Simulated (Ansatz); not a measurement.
Program: Ansatz. Geometries: PBE0-D4/def2-TZVP. ΔE: electronic, gas phase. CBS: MP2 limit from def2 TZ/QZ plus the TZ coupled-cluster correction, frozen cores. This one scheme is used for every species. DFT in def2-TZVPP. B3LYP here is the variant with VWN-RPA as its local correlation; programs differ in this. For Ge outer-core shells are correlated without core-valence functions, which leaves a few kJ/mol of doubt a bond. Scalar relativity is left out up to krypton. Each species was taken in one conformer, which may not be the lowest.

Consider the germylene formation by 1,1-elimination: `C[O][GeH]([Cl])[S]C` → `C[O][Ge][S]C` + HCl.

CCSD(T)/CBS gives +125.8 kJ/mol.

Task: Another level gave +136.9 kJ/mol. Which?
A. B2PLYP/def2-TZVPP
B. CCSD/def2-TZVPP
C. B3LYP/def2-TZVPP
D. ωB97X-V/def2-TZVPP

Result: B. CCSD/def2-TZVPP 136.9, B2PLYP 114.6, ωB97X-V 141.3, B3LYP 93.6 kJ/mol.

Largest T1 diagnostic among the species: 0.015.

The D4 term adds +14.8 kJ/mol with B3LYP and +8.4 kJ/mol with PBE0; it sums over pairs of atoms, weighted by their polarisabilities, and B3LYP, whose exchange is more repulsive, gets the larger term. From PBE to PBE0 (25 % exact exchange), in def2-TZVPP and without D4, ΔE moves by +23.1 kJ/mol.
